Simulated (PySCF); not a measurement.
B3LYP has the VWN-RPA correlation part, as in Gaussian. Excitations are Tamm–Dancoff values on a coarser integration grid. The basis has no diffuse functions, so Rydberg states are missing or too high.

Species: CH₆N, SMILES `[NH3+]C` (charge 1, multiplicity 1).

Estimate the HOMO–LUMO gap, S1 excitation (TDA) and LUMO that B3LYP-D3(BJ)/def2-TZVP // PBE0-D4/def2-TZVP (PySCF) returns for this input.


The HOMO–LUMO gap is 11.38 eV and the S1 excitation (TDA) is 10.23 eV. The LUMO is -5.75 eV.
